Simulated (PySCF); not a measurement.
CH₇FOSi₂, SMILES CO[Si@H]([SiH3])F.

Coordinates come from a PBE-D3(BJ)/def2-SVP optimisation. The structure was generated by enumeration; whether it is a known compound was not checked. One conformer was computed; it need not be the lowest.

Calculation: PBE-D3(BJ)/def2-SVP (PySCF).

Frequencies are harmonic and unscaled.

```tsv
mode	ν (cm⁻¹)	IR (km/mol)	moving atoms (share of kinetic energy)
1	70	3.0	H 30 %, C 26 %, O 19 %, F 15 %, Si 10 %
2	88	0.0	H 92 %
3	93	0.3	H 86 %
4	107	0.3	Si 34 %, H 30 %, O 16 %, C 13 %
5	146	6.2	F 45 %, Si 20 %, H 18 %, C 10 %
6	244	10.0	O 28 %, H 26 %, Si 22 %, C 20 %
7	307	21.4	O 39 %, F 28 %, Si 24 %, H 8 %
8	413	3.1	Si 56 %, H 33 %
9	493	16.9	H 84 %, Si 13 %
10	519	18.6	H 58 %, Si 38 %
11	736	29.9	O 34 %, H 25 %, Si 22 %, C 12 %
12	770	414.2	H 75 %, Si 20 %
13	805	5.2	H 70 %, F 23 %
14	848	31.1	H 78 %, Si 18 %
15	879	40.3	H 48 %, Si 29 %, F 21 %
16	901	40.9	H 97 %
17	905	120.0	H 76 %, Si 15 %
18	1109	218.7	O 38 %, C 33 %, H 27 %
19	1132	2.8	H 76 %, C 19 %
20	1167	115.7	H 50 %, O 25 %, C 23 %
21	1417	5.7	H 96 %
22	1421	8.7	H 89 %, C 9 %
23	1426	4.5	H 96 %
24	2139	132.7	H 97 %
25	2158	31.1	H 99 %
26	2171	77.8	H 96 %
27	2177	84.2	H 96 %
28	2926	69.8	H 97 %
29	3007	32.9	H 91 %, C 9 %
30	3048	22.5	H 90 %, C 10 %
```
